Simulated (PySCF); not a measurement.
**Dipole moment and polarisability of `FC(F)(F)S/C=C/O[SiH3]`**

Species: C3H5F3OSSi.
Geometry (GFN2-xTB, Å), atoms numbered from 1 in this order:
```xyz
14
C3H5F3OSSi angstrom
F      2.3996    0.8760   -1.0425
C      2.8169    0.5267    0.1770
F      2.5152    1.5439    0.9888
F      4.1380    0.4171    0.1399
S      2.0473   -1.0379    0.7370
C      0.3718   -0.4912    0.6393
C     -0.5392   -1.2121   -0.0075
O     -1.8320   -0.9358   -0.0855
Si    -2.7622    0.2917    0.4864
H      0.1385    0.4117    1.1799
H     -0.2616   -2.1261   -0.5218
H     -4.0489   -0.1834    0.0102
H     -2.6522    0.3621    1.9431
H     -2.3320    1.5567   -0.1065
```

Level: PBE0/def2-SVPD (PySCF), static field, nuclei fixed, core orbitals frozen in the response. The polarisability tensor in these axes (au):

```
x   121.40   2.75   4.12
y     2.75  80.38   1.36
z     4.12   1.36  72.64
```

Question: What are the eigenvalues, a third of the trace, and Δα (Δα² = ½Σ(αi − αj)² over the three pairs)?

Answer: Principal values 72.13, 80.34 and 121.94 au; mean 91.47 au = 13.55 Å³ = 15.08 × 10⁻⁴⁰ C²·m²/J; Δα = 46.26 au (51 % of the mean).

Question: What is the dipole moment, and where does it point?

Answer: (-2.67, -0.12, 0.38) D, 2.69 D in size, pointing from the negative to the positive side. Measured along this direction, the outermost atoms are F4 at the negative end and H12 at the positive end.

Question: Form Σ f/ω² (atomic units) for the 6 lowest TDDFT singlets, given as eV and f, and set it beside the mean polarisability, which is this sum over all singlets: 5.17, 0.0408; 5.75, 0.0854; 5.91, 0.0482; 6.56, 0.0014; 6.68, 0.0098; 6.76, 0.1803.

Answer: They add up to 7.17 au, 7.8 % of the 91.47 au; the largest single term is 2.92 au, from the state at 6.76 eV. Terms in order: 1.13, 1.92, 1.02, 0.02, 0.16, 2.92 au. Higher excitations give the rest. The strengths listed sum to 0.366.

Question: Orientational against electronic polarisability at 273 K (dilute gas, rigid molecules)?

Answer: In Gaussian units μ²/3kT = 64.21 Å³ against 13.55 Å³, a ratio of 4.74; the Debye molar polarisation (4π/3)N_A(α + μ²/3kT) is 196.2 cm³/mol, leaving out the vibrational part.

Question: Find the Langevin capture rate constant for NH4+ (18.034 u) meeting this molecule (173.978 u), k = 2.342 × 10⁻⁹ cm³/s × √(α in Å³ / reduced mass in u).

Answer: The reduced mass is 16.34 u, so k = 2.13 × 10⁻⁹ cm³/s. The formula leaves out the permanent dipole, which adds to the capture rate.

One conformer (not necessarily the lowest) at the GFN2-xTB geometry, without solvent, vibrations or thermal averaging.

These values come from a run that also computed excited states. The run took about 1.9 min of CPU time (one thread, shared machine).
